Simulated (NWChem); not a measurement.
Species: C₄H₄OSi; SMILES C#C[Si@@H]1C=CO1

```xyz
10

C      0.0290    -2.8373    -0.4736
C     -0.0048    -1.6974    -0.0487
Si    -0.0890    -0.0024     0.6182
C     -1.1136     1.2705    -0.2214
C      0.0841     1.8029    -0.5527
O      1.1208     1.0470    -0.0681
H      0.0627    -3.8434    -0.8553
H      0.0071    -0.0578     2.0984
H     -2.1137     1.6250    -0.4539
H      0.3558     2.7021    -1.1205
```
Atoms are numbered in this order, from 1.

All runs: NWChem. All runs use the structure optimised with PBE0/def2-SVP. Level PBE/def2-SVP: single points from the atomic guess with DIIS by default; each run changes one setting, and all converged runs end within 0.3 mHa of each other.

**Question.** Which setting needs the most SCF iterations, or fails (DIIS on 20 Fock matrices; occupation smearing of 0.005 Ha; DIIS on 3 Fock matrices; defaults; level shift of 0.5 Ha throughout)?

**Answer.** DIIS on 3 Fock matrices, with 26 against 11 for the defaults.
| setting | SCF iterations |
|---|---|
| defaults | 11 |
| occupation smearing of 0.005 Ha | 11 |
| level shift of 0.5 Ha throughout | 14 |
| DIIS on 3 Fock matrices | 26 |
| DIIS on 20 Fock matrices | 9 |
